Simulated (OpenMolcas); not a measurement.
Computed levels of 4d7 in ions with 43 electrons, in cm-1 above 4F 9/2.

| Property | Result |
| --- | --- |
| Program | OpenMolcas |
| Method | RASSCF |
| Basis | ANO-RCC-VQZP |
| Scalar Hamiltonian | DKH2, point nucleus |
| Spin-orbit coupling | RASSI with atomic mean-field integrals over the reference wave functions, term energies averaged over their components |

Active space for each ion: 13 electrons in 8 orbitals (RAS1 4p, at most 2 holes; RAS2 4d).

```tsv
Level	Rh2+	Ag4+
4F 7/2	2112	3509
4F 5/2	3472	5607
4F 3/2	4339	6905
4P 3/2	13680	16597
4P 5/2	13754	17102
4P 1/2	15170	19315
2G 9/2	15438	19314
2G 7/2	17456	22636
2D 5/2(1)	20302	25706
```

Estimate 4F 3/2, 4P 3/2, 4P 5/2 for Pd3+ from its neighbours Rh2+ and Ag4+.

4F 3/2 is fine structure, which grows about as the fourth power of a screened charge, so the fourth roots are averaged: ((4339^0.25 + 6905^0.25) / 2)^4 = 5511. The calculation gives 5507, so the estimate is off by +0.1 %.
4P 3/2 is another term, which grows about linearly with the charge: (13680 + 16597) / 2 = 15138. The calculation gives 15180, so the estimate is off by -0.3 %.
4P 5/2 is another term, which grows about linearly with the charge: (13754 + 17102) / 2 = 15428. The calculation gives 15421, so the estimate is off by 0 %.

Mixed levels, with the weight of the term that names them: Pd3+ 4P 3/2 (72 %), Ag4+ 4P 3/2 (67 %).

Without dynamic correlation excited terms often stand tens of per cent too high (terms of higher spin than the ground term too low), and those without a measured partner can miss by more than the paired ones. Active for correlation alone: 4p; no level in the range computed is led by a configuration that opens it, so any true level of that kind is missing. Only configurations of the active space appear.

A number in round brackets counts repeated terms of one configuration in the order of the reference energies.
